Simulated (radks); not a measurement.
The nuclear charge of the xenon ion Xe2+ is varied continuously with 52 electrons held in [Kr] 4d10 5s2 5p4. Method: scalar-relativistic Kohn-Sham, PBE, spin-polarised, spherical densities, finite nucleus; open shells are filled with parallel spins first (spin-orbit coupling, left out, can overturn this in heavy ions); Fermi nuclear charge, rms radius 4.7859 fm; computed with a radial shooting solver on a logarithmic mesh with Libxc functionals. By the Hellmann-Feynman theorem dE/dZ = E(electron-nucleus)/Z, the electronic potential at the nucleus (averaged over a nucleus of fixed radius). The scalar-relativistic energy here is not variational (the density holds large components alone), so the two differ by a part that grows with Z.

| Z | E (hartree) | E(electron-nucleus)/Z (hartree) | HOMO | e(HOMO) (eV) | <r> HOMO (bohr) |
|---|---|---|---|---|---|
| 53 | -7115.77817 | -324.518 | 5p | -14.494 | 2.338 |
| 53.1 | -7148.39633 | -325.364 | 5p | -15.533 | 2.310 |
| 53.2 | -7181.09993 | -326.210 | 5p | -16.591 | 2.283 |
| 53.3 | -7213.88900 | -327.056 | 5p | -17.667 | 2.257 |
| 53.4 | -7246.76356 | -327.903 | 5p | -18.761 | 2.232 |
| 53.5 | -7279.72363 | -328.749 | 5p | -19.873 | 2.208 |
| 53.6 | -7312.76924 | -329.596 | 5p | -21.002 | 2.184 |
| 53.7 | -7345.90041 | -330.443 | 5p | -22.148 | 2.162 |
| 53.8 | -7379.11717 | -331.290 | 5p | -23.311 | 2.140 |
| 53.9 | -7412.41955 | -332.137 | 5p | -24.490 | 2.119 |
| 54 | -7445.80758 | -332.985 | 5p | -25.686 | 2.098 |
| 54.1 | -7479.2813 | -333.833 | 5p | -26.899 | 2.078 |
| 54.2 | -7512.8407 | -334.681 | 5p | -28.127 | 2.059 |
| 54.3 | -7546.4858 | -335.529 | 5p | -29.372 | 2.040 |
| 54.4 | -7580.2168 | -336.378 | 5p | -30.632 | 2.022 |
| 54.5 | -7614.0335 | -337.227 | 5p | -31.909 | 2.004 |
| 54.6 | -7647.9361 | -338.076 | 5p | -33.200 | 1.986 |
| 54.7 | -7681.9245 | -338.926 | 5p | -34.508 | 1.969 |
| 54.8 | -7715.9989 | -339.776 | 5p | -35.830 | 1.953 |
| 54.9 | -7750.1592 | -340.626 | 5p | -37.168 | 1.937 |
| 55 | -7784.4054 | -341.477 | 5p | -38.521 | 1.921 |

The central difference of E at Z = 54 is -334.309 hartree, to compare with the third column; the second derivative is -8.57 hartree.
